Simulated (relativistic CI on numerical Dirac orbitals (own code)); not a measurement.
## Pm¹⁹⁺: sensitivity of the levels to the model

Base calculation: Dirac-Coulomb-Breit CI, separate exchange-only KLI orbitals for each configuration, model QED (radiative potential, 1s self-energy scaled to tabulated hydrogen-like ionisation energies), unscaled Slater integrals.

Configurations in the expansion (outside the closed core [Ar] 3d10): 4s2 4p6 4d6, 4s2 4p5 4d7, 4s2 4p6 4d5 4f, 4s 4p6 4d7, 4s2 4p5 4d6 4f, 4s2 4p6 4d5 5s, 4s 4p6 4d6 4f, 4s2 4p6 4d5 5p, 4s2 4p6 4d4 4f 5s, 4s2 4p6 4d5 5d, 4s2 4p6 4d4 5s 5p, 4s2 4p5 4d6 5s, 4s2 4p6 4d5 5f, 4s2 4p6 4d5 6s, 4s 4p6 4d6 5s, 4s2 4p6 4d5 7s, 4p6 4d7 5p, 4p6 4d8, 4p5 4d9, 4p5 4d8 4f, 4s2 4p6 4d4 5s2, 4s2 4p6 4d3 4f 5s2, 4s2 4p5 4d4 4f 5s2, 4s 4p6 4d4 4f 5s2. Double excitations out of closed p, d and f shells are left out; levels of such configurations are missing from the list, as are those of other unlisted configurations, and high levels can miss mixing partners. These lack a partner that the ground configuration has and come out too high: 4s2 4p5 4d6 5s.

Variants: (1) QED terms removed; (2) Breit term removed. Shifts of the energy above 4s2 4p6 4d6 5D_4, in cm⁻¹, for the lowest level and the first level of each name with at least 55 % of one term (blank where a level changes its place among those of its configuration and J or its character, or is not in the variant):

```
           Level      Base    Δ(1)     Δ(2)
4s2 4p6 4d6 5D_4       0.0     0.0      0.0
4s2 4p6 4d6 5D_3   27178.8  -100.6   +817.3
4s2 4p6 4d6 5D_0   36829.9   -76.7   +430.7
4s2 4p6 4d6 5D_1   37433.8  -108.2   +755.9
4s2 4p6 4d6 3H_6   58195.6   -80.4  +1167.6
4s2 4p6 4d6 3D_1   96465.9  -118.9   +873.5
4s2 4p6 4d6 1S_0   97891.3  -147.6  +1091.8
4s2 4p6 4d6 3D_2  100644.0  -123.6  +1060.3
4s2 4p6 4d6 3D_3  106846.1  -152.7  +1340.3
4s2 4p6 4d6 3P_0  109930.3   -44.2   +240.7
4s2 4p6 4d6 1I_6  110459.3  -192.5  +2250.9
4s2 4p6 4d6 3P_1  128297.8  -223.2  +1925.5
4s2 4p6 4d6 1G_4  133830.2  -201.5  +2041.6
4s2 4p6 4d6 3F_4  162096.0  -209.5  +1990.3
```

At this charge energies of transitions that change n are usually good to better than 1 %, and those within a shell (Δn = 0) to a few per cent. Terms inside the open d or f shell come out 10 to 20 % too wide with unscaled integrals.

Ionisation energy from the two ground configurations alone: base 568.983 eV; Breit term removed 569.156 eV. The NIST ASD value (theoretical) is 569 eV.

LS names give the leading component of a level, which can be under half, so a name can repeat, a term be missing and a line seem to break the LS rules.
